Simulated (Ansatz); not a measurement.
Ideal-gas functions of CH$_{3}$BOS (`SC1BO1`) at 600 K and 1 bar, from an Ansatz frequency run at PBE0-D4/def2-TZVP.

Molar mass 73.91 g/mol, point group C1 (symmetry number 1), electronic degeneracy 1, moments of inertia 23.77, 129.049, 135.225 u Å². Harmonic wavenumbers (cm⁻¹, unscaled): 241, 308, 361, 642, 690, 796, 883, 966, 1006, 1183, 1279, 1457, 2699, 2748, 3174.

Use S(trans) = R[1.5 ln M + 2.5 ln T − 1.1517]; rotational temperatures θ = 24.2544 K / I; S(rot) = R[ln(√π/σ · √(T³/θAθBθC)) + 1.5]; for each mode x = 1.438777 ν̃/T, S = R[x/(eˣ − 1) − ln(1 − e⁻ˣ)] and H = RT x/(eˣ − 1); 1 cm⁻¹ = 0.0119627 kJ/mol; R = 8.31446 J/(mol·K).

Problem. By hand: the entropy, in J/(mol·K).

Solution. Translation 177.1. Rotation: θ = 1.0204, 0.1879, 0.1794 K, giving 111.0. Vibration, mode by mode: 12.99, 11.02, 9.77, 5.50, 5.02, 4.10, 3.47, 2.97, 2.75, 1.97, 1.64, 1.17, 0.10, 0.09, 0.04, in all 62.6. Electronic 0.0. Sum 350.7 J/(mol·K).

Problem. By hand: H − E and G − E in kJ/mol, counted from the electronic energy.

Solution. Zero-point energy ½ × 18433 × 0.0119627 = 110.3; thermal vibration 22.1; translation, rotation and pV give 4 RT = 20.0. H − E = 152.4 kJ/mol, and G − E = 152.4 − 600 × 350.7/1000 = -58.0 kJ/mol.

Vibration gives 18 % of the entropy. The sum counts one conformer and one mirror image; others add a mixing term.
